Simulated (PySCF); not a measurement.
GaCl, SMILES [Ga][Cl] (connectivity only; charge and spin as stated), neutral, multiplicity 1.

Coordinates come from a PBE-D3(BJ)/def2-TZVP optimisation.

Level of theory: TDA-PBE0/def2-TZVPD (PySCF 2.14.0).

Vertical excitations; the highest root listed may be one member of a degenerate set.  State labels are in the subgroup C2v.

Q: Give excitation energies, oscillator strengths and character. (Estimate from the structure and the level; the computed values follow.)

A: 
```
state  symmetry  energy (eV)  λ (nm)      f                                              main pairs
-----  --------  -----------  ------  -----  ------------------------------------------------------
S1           B1         4.97     249  0.137                              HOMO→LUMO (degenerate set)
S2           B2         4.97     249  0.137                            HOMO→LUMO+1 (degenerate set)
S3           A2         5.66     219  0.000                    HOMO−1→LUMO 50 %, HOMO−2→LUMO+1 50 %
S4           A2         5.71     217  0.000             HOMO−2→LUMO+1, HOMO−1→LUMO (degenerate set)
S5           A1         5.71     217  0.000             HOMO−2→LUMO, HOMO−1→LUMO+1 (degenerate set)
S6           A1         6.30     197  0.004  HOMO−1→LUMO+1 35 %, HOMO−2→LUMO 35 %, HOMO→LUMO+2 26 %
S7           A1         7.15     174  0.080                                        HOMO→LUMO+3 97 %
S8           A1         7.47     166  1.036                                        HOMO→LUMO+2 66 %
S9           B1         7.80     159  0.038                          HOMO−2→LUMO+2 (degenerate set)
S10          B2         7.80     159  0.038                          HOMO−1→LUMO+2 (degenerate set)
T1           B1         3.44     361      0                              HOMO→LUMO (degenerate set)
T2           B2         3.44     361      0                            HOMO→LUMO+1 (degenerate set)
T3           A1         5.33     233      0                    HOMO−2→LUMO 49 %, HOMO−1→LUMO+1 49 %
T4           A2         5.46     227      0                    HOMO−1→LUMO 49 %, HOMO−2→LUMO+1 49 %
```
Triplets are in the Tamm–Dancoff approximation.
